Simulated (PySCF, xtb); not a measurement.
PbI₃, SMILES [I][Pb-]([I])[I], charge -1.

xtb with GFN2-xTB at its own geometry gives an orbital gap of 5.61 eV.

The structure is a stationary point at B3LYP-D3(BJ)/def2-SVPD. The isomer is the one that the SMILES or the coordinates give; other isomers of the formula were not compared. The def2 effective core potentials stand for the cores of I, Pb; spin–orbit coupling is left out.

What does PBE0/def2-SVPD in PySCF give? (An estimate is asked for; the answer gives what the named calculation found.)

gap 4.51 eV (levels -3.18 and 1.33 eV).
